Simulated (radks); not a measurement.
Values are calculated unless marked as measured or tabulated.
Pt33+, configuration [Kr] 4d8 5s1 (not the ground configuration).

Code: a radial shooting solver on a logarithmic mesh with Libxc functionals. Model: scalar-relativistic Kohn-Sham, LDA (Slater exchange, Perdew-Wang correlation), spin-unpolarised, spherical densities, point nucleus.

Energy parts (eV):
total: -484605.78
kinetic: 542477.31
electron-nucleus: -1143558.05
Hartree: 124365.93
exchange-correlation: -7890.97

Orbitals (lengths in bohr, moments of r in powers of bohr):
| orbital | occ. | eigenvalue (eV) | <r> |
|---|---|---|---|
| 1s | 2 | -79677.94 | 0.01716 |
| 2s | 2 | -15081.50 | 0.07240 |
| 2p | 6 | -13247.69 | 0.06527 |
| 3s | 2 | -4537.641 | 0.1863 |
| 3p | 6 | -4002.804 | 0.1870 |
| 3d | 10 | -3427.982 | 0.1691 |
| 4s | 2 | -1869.333 | 0.3877 |
| 4p | 6 | -1678.141 | 0.4033 |
| 4d | 8 | -1456.128 | 0.4063 |
| 5s | 1 | -999.3464 | 0.6942 |

The highest occupied level is 5s at -999.35 eV. Summed over all electrons, <r^2> = 4.191 bohr^2, which gives a Langevin (diamagnetic) susceptibility term of -3.32 x 10^-6 cm^3/mol. The density falls to 0.001 e/bohr^3 at r = 1.36 bohr.
